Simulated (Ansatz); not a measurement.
Ansatz results at the PBE0-D4/def2-TZVP geometry: LUMO energy (PBE0/def2-TZVPP) -2.15 eV; LUMO energy (B3LYP/def2-TZVPP) -2.35 eV; ideal-gas entropy at 298 K and 1 bar (rigid rotor, harmonic PBE0-D4/def2-TZVP) 321 J/(mol·K).

Each molecule was computed in one conformer, which needn't be the lowest.

Q: Which molecule gave them?
A. `BC(O)OC`
B. `N=CB(F)S`
C. `B/N=C(/F)S`
D. `[F][SbH][SH]`

A: B. The others give `BC(O)OC`: 0.24, -0.11, 316; `[F][SbH][SH]`: -1.44, -1.67, 312; `B/N=C(/F)S`: -0.67, -0.90, 327.

B3LYP here is the variant with VWN-RPA as its local correlation; programs differ in this.
